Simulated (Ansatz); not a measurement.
Frontier orbitals of CH$_{7}$AlB$_{2}$Si.

```xyz
12

Si    2.125    0.602   -0.989
B     0.277    0.137   -0.441
B    -0.412   -1.096    0.249
C    -1.577   -1.473    1.046
Al   -1.386    0.644    0.695
H     2.387    0.286   -2.423
H     2.421    2.054   -0.813
H     3.126   -0.154   -0.183
H    -0.606    0.845   -1.011
H    -1.571   -1.437    2.139
H    -2.340   -2.150    0.667
H    -2.445    1.742    1.065
```

Charge 0, multiplicity 1. The bonds changed during the relaxation, so this is another structure than the one it started from. All single points use the PBE0-D4/def2-TZVP geometry. It is one conformer, not always the lowest. Basis def2-TZVPP, Ansatz 0.2.0.

Orbital energies of one run (eV). Highest occupied ones, from the top: -8.56, -10.06, -11.26, -11.33, -11.68, -12.49, -13.73, -14.97, -15.18, -17.26, -19.23, -23.11, -76.57, -76.67. Empty: 0.41, 0.75, 1.29, 1.96, 2.39, 2.99.

Question: Which functional gave them?
A. ωB97X-V
B. LDA (SPW92)
C. B97M-V
D. PBE0

Answer: A. HOMO energies: ωB97X-V -8.56, LDA (SPW92) -5.71, PBE0 -6.48, B97M-V -5.80 eV.
